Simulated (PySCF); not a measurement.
## Electron correlation in Si²⁺ (silicon, charge +2)

[Ne] 3s2, closed-shell 1S. All numbers are calculated (PySCF 2.14, the non-relativistic Hamiltonian (point nucleus), in 6-31G* (4s3p1d, 18 functions)). Frozen: [Ne]; 2 electrons correlated.

Total MP2 correlation energy: -29.45 mhartree.

Same-spin part 0.00 and opposite-spin part -29.45 mhartree; SCS-MP2 scales them by 1/3 and 6/5 to -35.34 mhartree.

With two correlated electrons CCSD is exact within the correlated space (frozen core and kept virtual orbitals).

```tsv
level	correlation energy (mhartree)
CCSD	-43.64
```

Diagnostics: T1 = 0.0055, D1 = 0.0077, largest double amplitude 0.118.

Is a single reference adequate?

Mostly. T1 lies below 0.03, but a double amplitude of this size points to a near-degeneracy that CCSD handles and MP2 describes poorly.
